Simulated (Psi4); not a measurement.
H18CrN6 (SMILES [NH3]->[Cr+3](<-[NH3])(<-[NH3])(<-[NH3])(<-[NH3])<-[NH3]), charge +3, quartet, geometry from GFN2-xTB (such geometries of metal compounds can be far from the true shape). Base run: BLYP/STO-3G (Psi4).

The Psi4 input:
```
memory 2 GB

molecule {
3 4
Cr    0.00002390    0.00000488    0.00007149
N     0.98545644   -1.39613642    1.37169159
H     0.65845198   -1.35809894    2.34249760
H     1.99745971   -1.24984512    1.44954258
H     0.89562992   -2.38562451    1.11858054
N    -1.17365584   -1.65098501   -0.83545438
H    -1.56127351   -2.28032271   -0.12467580
H    -0.65678222   -2.27407892   -1.46452910
H    -1.99256558   -1.36904126   -1.38378904
N    -1.62613746    0.35469633    1.42538379
H    -1.70439643   -0.33664704    2.17824326
H    -2.55717708    0.35307812    0.99551373
H    -1.58058854    1.25298111    1.91760821
N     1.56730976   -0.36070058   -1.48821241
H     1.20840482   -0.49183465   -2.43983233
H     2.13832453   -1.19550489   -1.32000108
H     2.25450268    0.39328706   -1.58886951
N     1.15421331    1.62205543    0.91559654
H     1.15853135    1.59520209    1.94069163
H     0.82355837    2.56656896    0.69254025
H     2.14878067    1.64299887    0.66823663
N    -0.90726064    1.43105069   -1.38917613
H    -1.38449116    1.01351437   -2.19458419
H    -0.23243724    2.07620915   -1.81331837
H    -1.61398498    2.04717832   -0.97437379
}

set {
  basis sto-3g
  reference uks
}

energy('blyp')
print_variables()
```

The base run was repeated with changes; each row names its change, and settings that it needs were set with it.

| change | ΔE vs base (mEh) | SCF cycles | grid points | basis functions | outcome |
|---|---|---|---|---|---|
| base | 0.000 | 7 | 524998 | 66 | converged |
| basis_guess = sto-3g | 0.000 | 1 | 524998 | 66 | converged |
| scf_type = out_of_core | 3.493 | 7 | 524998 | 66 | converged |
| guess = gwh | 0.000 | 16 | 524998 | 66 | converged |
| damping_percentage = 20 | 0.000 | 19 | 524998 | 66 | converged |
| dft_radial_points = 150 | -0.022 | 7 | 1041040 | 66 | converged |
| scf_type = mem_df | 0.000 | 7 | 524998 | 66 | converged |
| diis_max_vecs = 3 | 0.000 | 7 | 524998 | 66 | converged |
| guess = sapgau | 0.000 | 11 | 524998 | 66 | converged |
| ints_tolerance = 1e-8 | 0.000 | 7 | 524998 | 66 | converged |
| cholesky_tolerance = 1e-3 (with scf_type cd) | -0.135 | 7 | 524998 | 66 | converged |
| df_basis_scf = cc-pvtz-jkfit | - | - | - | 66 | input refused |
| d_convergence = 1e-4 | 0.000 | 7 | 524998 | 66 | converged |

Open shells are given as the SCF converged; they aren't shown to be the lowest states, and a large step between rows can be another state.

- df_basis_scf = cc-pvtz-jkfit: ended with `psi4.driver.qcdb.exceptions.BasisSetNotFound: BasisSet::construct: Unable to find a basis set for atom 1 for key JKFIT among:`
